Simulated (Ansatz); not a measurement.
A run on H5InO4Si, SMILES `O[Si](O)(O)[O][InH2]` with other settings.

```yaml
crystal:
  periodic: [false, false, false]
  atoms:
    - {symbol: O, position_ang: [-0.099431, -0.857490, -0.848685]}
    - {symbol: Si, position_ang: [-0.160588, -0.122969, 0.645422]}
    - {symbol: O, position_ang: [0.504806, -1.013729, 2.008067]}
    - {symbol: O, position_ang: [-1.827046, -0.504945, 1.047482]}
    - {symbol: O, position_ang: [0.392069, 1.257314, 0.379248]}
    - {symbol: In, position_ang: [0.654692, 1.278713, -1.573959]}
    - {symbol: H, position_ang: [-0.664379, -1.688656, -1.069347]}
    - {symbol: H, position_ang: [1.504836, -0.653631, 2.044103]}
    - {symbol: H, position_ang: [-2.121294, -0.328890, 2.046107]}
    - {symbol: H, position_ang: [2.263131, 1.133163, -2.042697]}
    - {symbol: H, position_ang: [-0.881983, 1.851190, -2.634650]}
basis:
  gaussian: {orbitals: def2-mTZVPP}
hamiltonian: {xc: {name: r2SCAN50}, dispersion: d3bj}
accuracy: high
```

```sh
$ ansatz run in.yaml --threads 4 --pin off --events-out ev --progress --plain --max-ram 11315MiB
```

Shortened log:

```
Warning: the engine holds no damping parameters fitted to this dispersion correction and functional, so the run takes those fitted to r2scan50 beside the three-body term, which d3bj leaves out (hamiltonian.dispersion, under Limitations)
Functional definition: r2SCAN50
3789 factors; integrals over basis functions are off by at most 5.1e-9 eV
mean field evaluation 1: about -21311.1763 eV, gradient 8.0e1 eV
mean field evaluation 2: about -21308.1293 eV, gradient 9.1e1 eV
mean field evaluation 4: about -21321.4193 eV, gradient 3.7e0 eV
mean field evaluation 8: about -21321.4833 eV, gradient 1.3e-1 eV
mean field evaluation 16: about -21321.4834 eV, gradient 4.4e-5 eV
mean field -21321.48337917 eV, -783.5500619641 hartree, gradient 8.7e-8 eV, S^2 0.000000; 0 other end points of the search recorded, 0 dependent functions left out
reference -21321.48338018 eV, -783.5500620012 hartree; 36, 36 occupied and 148, 148 virtual orbitals, 3789 factors
Total energy: -21321.57977935 eV, -783.5536046053 hartree
```

Run time 15 s (4 threads of an Arm Neoverse V2 on a shared host); peak host memory 1.3 GiB.
